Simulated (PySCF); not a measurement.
A fit for the 29Si shielding

GIAO PBE0/pcSseg-1 on GFN2-xTB geometries (PySCF 2.14, gas phase, non-relativistic):

| SMILES | IAO charge (e) of Si | σ(Si) (ppm) |
| --- | --- | --- |
| C=C=C(C)[Si@H](Cl)CCCl | 0.938 | 352.7 |
| C=C=C(C)[SiH2]CC | 0.768 | 389.4 |
| C=C=C(CC=C)[Si@@H](Cl)CC | 0.938 | 342.6 |
| C=C=C1CCC[Si@@H]1Cl | 0.929 | 335.8 |
| C=C=C(C)[Si@H](Cl)C=C | 0.943 | 353.1 |

Question: Fit σ(Si) as a line in the IAO charge of Si. How well does it hold?

Answer: σ = 580.4 − 249.8 x, with x in e; correlation -0.91, rms deviation 7.5 ppm, largest 12.5 ppm at `C=C=C1CCC[Si@@H]1Cl`. A charge says how many electrons sit at the atom, not how easily they circulate, so such a line holds only within like compounds.

Question: A further member, `C=C=C(C)[Si@@H](Cl)CC`, has x = 0.941. What does the line predict, and what does the calculation give?

Answer: The line gives 345.3 ppm; the calculation 347.7 ppm, a difference of 2.4 ppm, within the usual scatter of the fit.
